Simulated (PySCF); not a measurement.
N-methyl-N-silylmethanamine (C₂H₉NSi), SMILES [SiH3]N(C)C.

Geometry optimised at r2SCAN-D4/def2-SVP.

Method: SMD-B3LYP/def2-SVP in PySCF.

Solvation free energies are E(SMD) − E(gas) at the gas-phase geometry, for 1 M in both phases. In vacuum the dipole moment is 0.93 D.

Estimate the solvation free energies in water, acetonitrile, 1-octanol. (An estimate is asked for; the answer gives what the named calculation found.)


| solvent | ΔG(solv) (kcal/mol) | its non-electrostatic (CDS) part | dipole (D) |
|---|---|---|---|
| water | 2.1 | 3.5 | 1.23 |
| acetonitrile | -1.5 | -0.1 | 1.22 |
| 1-octanol | -1.2 | 0.0 | 1.19 |
